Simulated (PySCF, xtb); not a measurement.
Si(H)(F)2(NH2) (F₂H₃NSi), SMILES N[SiH](F)F. The values are those of a single conformer.

Harmonic wavenumbers (cm⁻¹) from xtb with GFN2-xTB at its own minimum, in rising order: 148, 206, 252, 303, 457, 656, 677, 782, 803, 912, 974, 1500, 2431, 3502, 3538.

Q: What does ωB97X-D3(BJ)/def2-SVP run with PySCF give at its own minimum? (An estimate is asked for; the answer gives what the named calculation found.)

A: 95, 264, 321, 354, 364, 728, 831, 847, 901, 968, 997, 1542, 2357, 3638, 3738. Paired by order, the mean absolute difference is 83 cm⁻¹ and the zero-point energies are 24.5 and 25.7 kcal/mol.
